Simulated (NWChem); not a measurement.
Worked example: vertical ionisation energy of RbBr (SMILES [Br][Rb])

The species is RbBr (2 atoms), meant as a singlet with charge 0. As SMILES, `[Br][Rb]`. The bond length is the measured one.

```xyz
2

Br    0.0000    0.0000    0.0000
Rb    0.0000    0.0000    2.9447
```

Both states at this one shape; open shells run unrestricted unless said. 1 Eh = 27.2114 eV.

| level | program | singlet RbBr (Eh) | doublet RbBr+ (Eh) |
| --- | --- | --- | --- |
| HF/def2-SVP (core potential) | NWChem | -2595.992402 | -2595.727306 |
| PBE0/jorge-TZP | NWChem | -5513.527930 | -5513.225057 |

Question: Work out the vertical ionisation energy at each level.

Answer: 
1. HF/def2-SVP (core potential): -2595.727306 − (-2595.992402) = 0.265096 Eh = 7.21 eV.
2. PBE0/jorge-TZP: -5513.225057 − (-5513.527930) = 0.302873 Eh = 8.24 eV.

No measured value is set beside it here; the levels span 7.21 to 8.24 eV. Hartree–Fock favours the state with fewer electron pairs, since it lacks pair correlation. Spin-orbit coupling, which splits open shells on such heavy atoms by tenths of an eV, is left out. All-electron rows are non-relativistic unless named.
